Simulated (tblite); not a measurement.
Parent: `[CH3:1][N:2]([CH3:3])[P:4]1[CH:5]=[CH:6]1` with C1–N2–P4–C5 -91°, C4H8NP.

The geometries are computed with GFN2-xTB (gas phase). One conformer each, not checked by frequencies here.

```
coordinate of the parent    value
                   C1–N2  1.448 Å
                   N2–C3  1.448 Å
                   N2–P4  1.748 Å
                   P4–C5  1.833 Å
                   C5=C6  1.308 Å
                   P4–C6  1.834 Å
                C1–N2–C3   112.3°
                C1–N2–P4   115.9°
                C3–N2–P4   115.9°
                N2–P4–C5    99.0°
                N2–P4–C6    99.0°
                C5–P4–C6    41.8°
                P4–C5–C6    69.1°
                P4–C6–C5    69.1°
```

Q: How does the shared frame change in `[CH2:1]=[P:2]1([N:3]([CH3:4])[CH3:5])[CH:6]=[CH:7]1` with C1–P2–N3–C4 153°, C5H10NP? Atoms pair as C1 = C4, N2 = N3, C3 = C5, P4 = P2, C5 = C6, C6 = C7 (parent first).

A: 
```tsv
parent	relative	value in the relative	change
C1–N2	C4–N3	1.445 Å	-0.003
N2–C3	N3–C5	1.449 Å	+0.001
N2–P4	N3–P2	1.676 Å	-0.072
P4–C5	P2–C6	1.790 Å	-0.043
C5=C6	C6=C7	1.354 Å	+0.046
P4–C6	P2–C7	1.821 Å	-0.013
C1–N2–C3	C4–N3–C5	113.6°	+1.3
C1–N2–P4	C4–N3–P2	120.4°	+4.5
C3–N2–P4	C5–N3–P2	118.4°	+2.5
N2–P4–C5	N3–P2–C6	109.4°	+10.4
N2–P4–C6	N3–P2–C7	114.7°	+15.7
C5–P4–C6	C6–P2–C7	44.0°	+2.2
P4–C5–C6	P2–C6–C7	69.2°	+0.1
P4–C6–C5	P2–C7–C6	66.7°	-2.4
```

Of the parent's bonds, N2–P4 changes most (-0.072 Å). Bonds of the relative outside the shared frame: C1=P2 1.706 Å. Point group Cs → C1.

Q: How does the shared frame change in `[CH3:1][CH2:2][P+:3]1([N:4]([CH3:5])[CH3:6])[CH:7]=[CH:8]1` (charge +1) with C1–C2–P3–N4 -166°, C2–P3–N4–C5 -50°, [C6H13NP]+? Atoms pair as C1 = C6, N2 = N4, C3 = C5, P4 = P3, C5 = C7, C6 = C8 (parent first).

A: 
```tsv
parent	relative	value in the relative	change
C1–N2	C6–N4	1.455 Å	+0.007
N2–C3	N4–C5	1.460 Å	+0.012
N2–P4	N4–P3	1.656 Å	-0.092
P4–C5	P3–C7	1.775 Å	-0.058
C5=C6	C7=C8	1.343 Å	+0.035
P4–C6	P3–C8	1.794 Å	-0.040
C1–N2–C3	C6–N4–C5	113.9°	+1.6
C1–N2–P4	C6–N4–P3	119.1°	+3.2
C3–N2–P4	C5–N4–P3	120.2°	+4.3
N2–P4–C5	N4–P3–C7	116.1°	+17.1
N2–P4–C6	N4–P3–C8	124.7°	+25.7
C5–P4–C6	C7–P3–C8	44.2°	+2.4
P4–C5–C6	P3–C7–C8	68.6°	-0.5
P4–C6–C5	P3–C8–C7	67.2°	-1.9
```

Of the parent's bonds, N2–P4 changes most (-0.092 Å). Bonds of the relative outside the shared frame: C1–C2 1.521, C2–P3 1.830 Å. Point group Cs → C1.
